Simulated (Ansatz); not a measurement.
Total energies of BH$_{5}$O$_{2}$SiTe (`OB(O)[Te][SiH3]`).

```xyz
10

O    -1.4203    0.2716    0.8641
B    -1.3917    0.2546   -0.4905
O    -2.5396    0.3632   -1.1989
Te    0.4160    0.0836   -1.7268
Si    1.9644   -0.3628    0.1659
H    -0.5547    0.2328    1.2823
H    -3.3097    0.4638   -0.6288
H     3.2424    0.3585   -0.0485
H     1.3502    0.1435    1.4310
H     2.2430   -1.8090    0.3503
```

The species carries charge 0 and has multiplicity 1. Correlated methods include outer-core shells of Te, which these sets cover unevenly. Te: def2 effective core potential. The structure was optimised at the PBE0-D4/def2-TZVP level. It is one conformer, not always the lowest. Basis def2-TZVPP, Ansatz 0.2.0.

RPA on PBE orbitals: Hartree–Fock energy of these orbitals -733.42455 Eh, correlation -1.73231 Eh (frozen core).

| functional | kind | energy without D4 (Eh) | D4 term (kJ/mol) |
| --- | --- | --- | --- |
| LDA (SPW92) | LDA | -733.12745 | – |
| revPBE | GGA | -735.97237 | -67.3 |
| r2SCAN | meta-GGA | -736.03961 | -5.9 |
| B97M-V | meta-GGA with VV10 | -735.92930 | – |
| r2SCANh | meta-GGA hybrid, 10 % | -736.01731 | -6.4 |
| HSE06 (plane-wave form) | screened hybrid | -735.72603 | -20.5 |
| BHLYP | global hybrid, 50 % | -735.90662 | -35.7 |
| ωB97X-V | range-separated hybrid GGA with VV10 | -735.93112 | – |
| ωB97M-V | range-separated hybrid meta-GGA with VV10 | -735.93988 | – |
| PBE-QIDH | double hybrid | -735.47347 | – |

(1) Give the same for PBE, BLYP, PBE0, B3LYP, r2SCAN0, CAM-B3LYP, LC-ωPBE, B2PLYP. (Estimate.)

B3LYP takes the VWN-RPA correlation (the form of Gaussian; ORCA's B3LYP/G). HSE06 is the plane-wave form, built on full-range PBE exchange. The double hybrids freeze the cores in their second-order part.

Answers

(1) Computed: 
```tsv
functional	kind	energy without D4 (Eh)	D4 term (kJ/mol)
PBE	GGA	-735.68789	-25.3
BLYP	GGA	-735.95004	-54.5
PBE0	global hybrid, 25 % exact exchange	-735.74285	-21.6
B3LYP	global hybrid, 20 %	-736.16671	-41.4
r2SCAN0	meta-GGA hybrid, 25 %	-735.98515	-7.2
CAM-B3LYP	range-separated hybrid	-735.98700	-22.4
LC-ωPBE	long-range corrected hybrid	-735.88343	–
B2PLYP	double hybrid	-735.63062	–
```

LC-ωPBE has ω = 0.4 bohr⁻¹.
